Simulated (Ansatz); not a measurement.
Reaction (substitution at a C–N bond): `CN([SiH2]O)[SiH2]Cl` + `CB(N)O` → `CNB(C)O` + `O[SiH2]N[SiH2]Cl`

Calculated with Ansatz (gas phase, PBE0-D4/def2-TZVP geometries, no zero-point term in ΔE). CCSD(T)/CBS adds triple-zeta CCSD(T) − MP2 to the extrapolated MP2 energy (def2 sets, frozen cores). This one scheme is used for every species. DFT in def2-TZVPP. Each species was taken in one conformer, which may not be the lowest.

```
              species  B2PLYP energy (Eh)
`CN([SiH2]O)[SiH2]Cl`         -1211.83347
             `CB(N)O`          -196.58324
            `CNB(C)O`          -235.85729
   `O[SiH2]N[SiH2]Cl`         -1172.56296
```

Task: Work out ΔE.

Result: ΔE = (-235.85729) + (-1172.56296) − (-1211.83347) − (-196.58324) = -0.00354 Eh = -9.3 kJ/mol. CCSD(T)/CBS gives -6.0 kJ/mol.

Largest T1 diagnostic among the species: 0.011.

In def2-TZVPP, CCSD(T) changes the Hartree–Fock value by +7.4 kJ/mol (the triples alone add +1.3 kJ/mol) and MP2 by +9.4 kJ/mol. The D4 term adds +8.8 kJ/mol with B3LYP and +4.8 kJ/mol with PBE0; it sums over pairs of atoms, weighted by their polarisabilities, and B3LYP, whose exchange is more repulsive, gets the larger term.

B3LYP here is the variant with VWN-RPA as its local correlation; programs differ in this.
